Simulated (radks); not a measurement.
Removal energies from the lutetium ion Lu8+, [Kr] 4d10 4f10 5s2 5p5, by Delta-SCF beside the eigenvalue of the level emptied. Method: scalar-relativistic Kohn-Sham, LDA (Slater exchange, Perdew-Wang correlation), spin-polarised, spherical densities, finite nucleus; Fermi nuclear charge, rms radius of each element as measured or else 0.836 A^(1/3) + 0.57 fm; computed with a radial shooting solver on a logarithmic mesh with Libxc functionals. Open shells are filled with parallel spins first.

removed from     final configuration  Delta-SCF (eV)  -eigenvalue (eV)
5p            [Kr] 4d10 4f10 5s2 5p4          157.98            149.09
4f             [Kr] 4d10 4f9 5s2 5p5          168.12            153.48
5s            [Kr] 4d10 4f10 5s1 5p5          194.72            184.96
4d             [Kr] 4d9 4f10 5s2 5p5          355.12            339.78
